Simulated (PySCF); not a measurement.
# Working out the ionisation energy of Cu²⁺

Cu²⁺ [Ar] 3d9 (2D) → Cu³⁺ [Ar] 3d8 (3F). Computed with PySCF 2.14 in aug-cc-pVDZ-PP with ECP10MDF, with a scalar-relativistic core potential. Frozen: 3s2 3p6. Energies in hartree (1 hartree = 27.21139 eV):

```tsv
part	Cu²⁺ (lower)	Cu³⁺ (upper)
UHF	-195.291528	-194.040182
MP2 opposite-spin	-0.188876	-0.126484
MP2 same-spin	-0.109853	-0.078086
```

What does Hartree-Fock give?

(-194.040182) − (-195.291528) = 1.251346 hartree = 34.051 eV.

What do MP2 and SCS-MP2 (6/5 opposite-spin, 1/3 same-spin) give?

The opposite-spin parts differ by 1.698 eV and the same-spin parts by 0.864 eV. MP2: 34.051 + (1.698) + (0.864) = 36.613 eV. SCS-MP2: 34.051 + 1.2 × (1.698) + (0.864)/3 = 36.377 eV.

Reference: 36.841 ± 0.012 eV (measured; NIST Atomic Spectra Database, ionization energies), between the lowest levels; spin-orbit coupling is absent from the calculation.

A double-zeta basis recovers only part of the correlation energy.

What remains against the reference includes basis incompleteness, the frozen core and correlation beyond second order.
